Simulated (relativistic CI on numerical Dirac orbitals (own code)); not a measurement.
# Hyperfine structure of Pt⁴⁺, mass number 195

Computed by Dirac-Coulomb-Breit CI, orbitals from a KLI potential per configuration, a model potential for QED, valence Slater integrals scaled by 0.85, P86 correlation energy added to each configuration (own radial code, finite nucleus).

Configuration list (outside the closed core [Kr] 4d10 4f14): 5s2 5p6 5d6, 5s2 5p6 5d5 6s, 5s2 5p6 5d5 6p, 5s2 5p6 5d5 5f, 5s2 5p6 5d5 5g, 5s2 5p6 5d5 7s, 5s2 5p6 5d4 6s 6p, 5s2 5p6 5d5 6d, 5s2 5p5 5d7, 5s2 5p6 5d5 7p, 5s2 5p6 5d5 7d, 5s 5p6 5d7, 5s2 5p6 5d4 6s2, 5s2 5p6 5d3 6s2 6p, 5s2 5p6 5d3 5f 6s2, 5s2 5p6 5d3 5g 6s2, 5s2 5p6 5d3 6s2 7s, 5s2 5p6 5d3 6s2 6d. Double excitations out of closed p, d and f shells are left out; levels of such configurations are missing from the list, as are those of other unlisted configurations, and high levels can miss mixing partners.

Nuclear spin I = 1/2, μ = 0.6073 μN (tables of Stone and Pyykkö). The electronic factors are computed for point nuclear moments, without core polarisation; leaving it out makes A of s and p electrons in near-neutral atoms 20 to 40 % too small, and it can dominate for d and f shells.

| Level | E (cm⁻¹) | A (MHz) |
| --- | --- | --- |
| 5s2 5p6 5d6 5D_4 | 0.0 | 942 |
| 5s2 5p6 5d6 5D_2 | 5845.7 | 854.6 |
| 5s2 5p6 5d6 5D_3 | 7064.6 | 587 |
| 5s2 5p6 5d6 5D_1 | 10102.7 | 700.7 |
| 5s2 5p6 5d6 3G_5 | 20736.9 | 1428 |
| 5s2 5p6 5d6 3H_6 | 21090.2 | 1563 |
| 5s2 5p6 5d6 3F_2 | 24972.3 | 2053 |
| 5s2 5p6 5d6 3H_4 | 29366.6 | 1566 |

Levels with J = 0, under 50 % of one LS term, or S terms without an open s electron are left out. Small factors come from cancelling terms and can be off by tens of per cent or more.

At this charge configurations can still be misplaced by up to about 7 % of their energy. Levels and lines within the n = 5 or 6 shells can be off by up to 10 % or somewhat more, and those that change n by about 2 %, since core polarisation is missing.

Q: Give the hyperfine levels of 5s2 5p6 5d6 5D_4 relative to its centre of gravity.

A: With K = F(F + 1) − I(I + 1) − J(J + 1), E = AK/2: F = 7/2: -2355, F = 9/2: 1884 MHz.

LS names give the leading component of a level, which can be under half, so a name can repeat, a term be missing and a line seem to break the LS rules.
